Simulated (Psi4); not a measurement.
Relaxed torsion scan: SMILES c1(sccc1)C(=O)C (C6H6OS). Scanned: dihedral O3–C2–C4–S8; all other coordinates were relaxed at GFN2-xTB. Points at φ and −φ are mirror images.

Geometry of the scan point at -60° (Å):
```
14

C      2.2048     0.0116     0.6612
C      1.3294    -0.9297    -0.1288
O      1.7168    -1.9829    -0.5700
C     -0.0667    -0.4617    -0.2742
C     -0.9440    -0.0869     0.7033
C     -2.1805     0.3574     0.1912
C     -2.2120     0.3505    -1.1667
S     -0.7484    -0.2297    -1.8498
H      2.2681     0.9660     0.1417
H      1.7646     0.1919     1.6390
H      3.1992    -0.4118     0.7737
H     -0.7284    -0.1615     1.7542
H     -3.0015     0.6756     0.8080
H     -3.0094     0.6550    -1.8149
```

Computed with Psi4 1.11 with PBE-D3(BJ)/def2-SVP // GFN2-xTB.

Scanned values (°): -150, -120, -90, -60, -30, 0, 30, 60, 90, 120, 150, 180.

Locate the minima and the barriers on this grid.

Lower than their neighbours: 0° (0.000 eV), 180° (0.025 eV). Higher than their neighbours: -90° (0.444 eV), 90° (0.444 eV). The whole profile spans 0.444 eV.
